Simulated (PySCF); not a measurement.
# Löwdin shares of the frontier orbitals

Species: GeH2Me(OAc), C3H8GeO2.
Cartesian coordinates in Å at the PBE0-D3(BJ)/def2-SVP level; atoms count from 1:
```
atom  x, y, z in Å
Ge1    0.690    1.161    0.474
H2     0.626    1.128    2.007
H3     2.123    1.092   -0.068
C4    -0.336    2.616   -0.291
H5     0.066    3.585    0.041
H6    -1.386    2.543    0.026
H7    -0.294    2.574   -1.388
O8    -0.233   -0.302   -0.166
C9     0.254   -1.479    0.210
C10   -0.535   -2.638   -0.326
O11    1.233   -1.580    0.913
H12   -0.074   -3.582   -0.013
H13   -0.582   -2.581   -1.423
H14   -1.569   -2.582    0.045
```

The calculation used PySCF, TDDFT B3LYP/def2-SVPD, vertical, gas phase, core orbitals frozen in the response. Relativistic effects, spin–orbit coupling among them, are left out although an element past zinc is present.

Kohn–Sham orbitals with the atoms that hold most of them (Löwdin shares over 4%, at most four atoms; ? is withheld):

| orbital | ε (eV) | atoms |
| --- | --- | --- |
| HOMO-3 | -9.45 | Ge1 26%, O11 17%, H3 16%, H2 16% |
| HOMO-2 | -8.95 | C4 33%, Ge1 26%, O8 10%, H2 8% |
| HOMO-1 | -8.62 | ? |
| HOMO | -7.66 | ? |
| LUMO | 0.01 | C9 37%, O11 28%, O8 13%, C10 9% |
| LUMO+1 | 0.03 | Ge1 36%, H3 12%, H2 12%, O8 11% |
| LUMO+2 | 0.09 | Ge1 38%, C4 11%, C9 7%, H2 7% |

(1) Give the leading atoms of the HOMO.

(2) Which atoms hold the HOMO-1, and with what shares?

(3) The HOMO–LUMO gap is 7.67 eV. Where does the response calculation put the lowest singlet, and from which orbitals?

## Answers

(1) O11 (bonded to C) 68%; O8 (bonded to C and Ge) 11%; C10 (bonded to C and 3 H) 8%; C9 (bonded to C and 2 O) 8%. By element: oxygen 79%, carbon 15% or more.

(2) O8 (bonded to C and Ge) 40%; O11 (bonded to C) 29%; Ge1 (bonded to C, O and 2 H) 10%; C9 (bonded to C and 2 O) 8%. By element: oxygen 70%, germanium 10%, carbon 8% or more.

(3) S1 is at 5.83 eV (f = 0.0007), 1.83 eV below the gap, made of HOMO→LUMO (98%). Without the coupling terms of the response equations the lowest excitation would equal the gap.

Next come S2 at 6.78 eV (f 0.036), HOMO→LUMO+1 (74%), HOMO→LUMO+2 (22%); S3 at 6.96 eV (f 0.0014), HOMO→LUMO+2 (75%), HOMO→LUMO+1 (20%); S4 at 7.55 eV (f 0.0056), HOMO→LUMO+3 (95%); S5 at 7.55 eV (f 0.0003), HOMO-1→LUMO+1 (85%), HOMO-1→LUMO+2 (12%).

On one thread, Intel Xeon at 2.50 GHz (x86_64), shared host with 64 logical CPUs at a one-minute load of 63, this took 5.6 min wall (with the writing of density and orbital grids) and 1.0 GiB of memory at its peak.

One conformer stands for the species.
